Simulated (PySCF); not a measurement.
A PySCF script (with the pyscf-properties extension) for the NMR shieldings of SMILES CNP1[C@H](CC)[C@@H]1C, C$_{6}$H$_{14}$NP, on a PBE0-D3(BJ)/def2-SVP geometry:

```python
import basis_set_exchange as bse
import numpy as np
from pyscf import gto, dft
from pyscf.prop import nmr

atoms = """
C    -2.700236    1.101832    0.813440
C    -2.033439   -0.164556    0.302246
C    -0.692920    0.105815   -0.338342
C     0.315470   -0.967918   -0.578948
C     0.060889   -2.407890   -0.213667
P     0.821606    0.247951    0.749372
N     1.768238    1.341276   -0.232185
C     3.185504    1.062647   -0.332246
H    -2.858551    1.825070   -0.002513
H    -3.680077    0.890539    1.267578
H    -2.070648    1.591969    1.572907
H    -1.922598   -0.883114    1.130523
H    -2.687257   -0.661820   -0.437826
H    -0.709256    0.888253   -1.106053
H     0.902705   -0.826556   -1.493147
H     0.998661   -2.983018   -0.227905
H    -0.636897   -2.879820   -0.925848
H    -0.371845   -2.514913    0.791632
H     1.597316    2.305853    0.043812
H     3.335400    0.071969   -0.791008
H     3.737671    1.064992    0.630125
H     3.665470    1.800154   -0.995054
"""
names = dict.fromkeys(["C", "P", "N", "H"], "pcSseg-1")
basis = {el: gto.basis.parse(bse.get_basis(n, elements=[el], fmt="nwchem")) for el, n in names.items()}
mol = gto.M(atom=atoms, basis=basis, charge=0, verbose=0)
mf = dft.RKS(mol, xc="GGA_XC_KT3")
mf.grids.level = 2
mf.grids.alignment = dft.numint.BLKSIZE   # the property module wants whole blocks of grid points
mf.conv_tol = 1e-9
mf.kernel()

calc = nmr.RKS(mf)   # GIAO
sigma = calc.kernel()   # uncoupled for a functional without exact exchange
for i, s in enumerate(sigma):   # ppm
    print("%2d %-2s %9.2f" % (i, mol.atom_pure_symbol(i), np.trace(s) / 3))
```

Question: What does it print?

Answer: 
```
 0 C     165.17
 1 C     158.88
 2 C     138.18
 3 C     149.42
 4 C     167.34
 5 P     453.70
 6 N     219.20
 7 C     146.90
 8 H      30.24
 9 H      30.13
10 H      30.02
11 H      30.59
12 H      29.53
13 H      29.88
14 H      29.78
15 H      29.59
16 H      29.88
17 H      30.74
18 H      31.90
19 H      29.22
20 H      28.75
21 H      28.89
```

These numbers come from an equivalent density-fitted implementation of the same equations, which agrees with the script to about 0.01 ppm for H and up to a few tenths of a ppm for heavy atoms, so last digits may differ.

Size and cost of the density-fitted run: 213 basis functions, 45 s wall time on 1 thread of an Arm Neoverse V2, shared host; peak memory 0.95 GiB.
